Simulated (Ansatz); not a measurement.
`[F][InH][SH]` + `CNC` → `C[N](C)[InH][SH]` + H–F  (ligand exchange at the In–F bond)

Program: Ansatz. Geometries: PBE0-D4/def2-TZVP. ΔE: electronic, gas phase. CCSD(T)/CBS adds triple-zeta CCSD(T) − MP2 to the extrapolated MP2 energy (def2 sets, frozen cores). This one scheme is used for every species. DFT in def2-TZVPP. Elements past krypton have def2 core potentials. For In outer-core shells are correlated without core-valence functions, which leaves a few kJ/mol of doubt a bond. One conformer a species, not always the lowest.

CCSD(T)/CBS gives +49.1 kJ/mol.

Question: Another level gave +69.6 kJ/mol. Which?
A. MP2/def2-TZVPP
B. ωB97M-V/def2-TZVPP
C. PBE/def2-TZVPP
D. HF/def2-TZVPP

Answer: C. PBE 69.6, ωB97M-V 65.1, HF/def2-TZVPP 88.7, MP2/def2-TZVPP 41.1 kJ/mol.

Largest T1 diagnostic among the species: 0.016.

The D4 term adds −13.8 kJ/mol with B3LYP and −7.9 kJ/mol with PBE0; it sums over pairs of atoms, weighted by their polarisabilities, and B3LYP, whose exchange is more repulsive, gets the larger term. In def2-TZVPP, CCSD(T) changes the Hartree–Fock value by −40.2 kJ/mol (the triples alone add −5.4 kJ/mol) and MP2 by −47.7 kJ/mol.

B3LYP here is the variant with VWN-RPA as its local correlation; programs differ in this.
